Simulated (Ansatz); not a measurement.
Geometry optimisation, RKS LDA/def2-SVP (Ansatz).

input.yaml

```yaml
crystal:
  periodic: [false, false, false]
  atoms:
    - { symbol: B, position_ang: [-0.93696, 1.64339, -0.90109] }
    - { symbol: Al, position_ang: [0.01752, -0.17302, -0.57573] }
    - { symbol: C, position_ang: [0.66088, -1.04814, 1.09945] }
    - { symbol: F, position_ang: [0.31291, -1.08459, -1.93825] }
    - { symbol: H, position_ang: [-1.25441, 2.00124, -1.97657] }
    - { symbol: H, position_ang: [-1.20258, 2.39332, -0.03597] }
    - { symbol: H, position_ang: [-0.13463, -1.25515, 1.82313] }
    - { symbol: H, position_ang: [1.12612, -2.01231, 0.86155] }
    - { symbol: H, position_ang: [1.41114, -0.46475, 1.64349] }
basis:
  gaussian: { orbitals: def2-SVP }
hamiltonian:
  xc: lda
relax:
  f_tol: 0.015
  max_steps: 40
output:
  orbitals: {}
```

Command:

```bash
$ ansatz run input.yaml --threads 1 --pin off --max-ram 2048MiB --backend cpu --events-out ev --progress --plain --runs-dir out
```

**Question.** Where does it end, and by what steps?

**Answer.** It converged. The force dipped under the threshold on the way, but the program's further checks kept it going. After 29 steps the energy has fallen by 0.227 eV; H5 moved furthest, 1.25 Å.

```json
{"step": "0", "energy less start (eV)": "0.0000", "largest force component (eV/Å)": "1.020", "accepted": "yes"}
{"step": "2", "energy less start (eV)": "-0.1191", "largest force component (eV/Å)": "0.036", "accepted": "yes"}
{"step": "4", "energy less start (eV)": "-0.1197", "largest force component (eV/Å)": "0.069", "accepted": "no"}
{"step": "6", "energy less start (eV)": "-0.1210", "largest force component (eV/Å)": "0.015", "accepted": "yes"}
{"step": "8", "energy less start (eV)": "-0.1224", "largest force component (eV/Å)": "0.053", "accepted": "yes"}
{"step": "10", "energy less start (eV)": "-0.1297", "largest force component (eV/Å)": "0.254", "accepted": "yes"}
{"step": "12", "energy less start (eV)": "-0.1558", "largest force component (eV/Å)": "0.396", "accepted": "yes"}
{"step": "14", "energy less start (eV)": "-0.2044", "largest force component (eV/Å)": "0.325", "accepted": "yes"}
{"step": "16", "energy less start (eV)": "-0.2207", "largest force component (eV/Å)": "0.112", "accepted": "yes"}
{"step": "18", "energy less start (eV)": "-0.2257", "largest force component (eV/Å)": "0.020", "accepted": "yes"}
{"step": "20", "energy less start (eV)": "-0.2260", "largest force component (eV/Å)": "0.047", "accepted": "no"}
{"step": "22", "energy less start (eV)": "-0.2259", "largest force component (eV/Å)": "0.126", "accepted": "no"}
{"step": "24", "energy less start (eV)": "-0.2264", "largest force component (eV/Å)": "0.007", "accepted": "yes"}
{"step": "26", "energy less start (eV)": "-0.2267", "largest force component (eV/Å)": "0.057", "accepted": "yes"}
{"step": "28", "energy less start (eV)": "-0.2271", "largest force component (eV/Å)": "0.049", "accepted": "yes"}
{"step": "29", "energy less start (eV)": "-0.2273", "largest force component (eV/Å)": "0.013", "accepted": "yes"}
```

```xyz
9
Properties=species:S:1:pos:R:3
B -0.962 1.576 -0.885
Al 0.251 -0.116 -0.575
C 0.513 -1.105 1.069
F 1.121 -0.654 -1.901
H -2.129 1.504 -1.244
H -0.568 2.721 -0.698
H -0.320 -0.989 1.796
H 0.654 -2.189 0.864
H 1.440 -0.748 1.574
```

Whether the end is a true minimum wasn't checked by a vibrational analysis.

The run took 54 s on 1 thread of Intel(R) Xeon(R) Platinum 8488C (Sapphire Rapids) (shared host), peak memory 0.15 GiB.
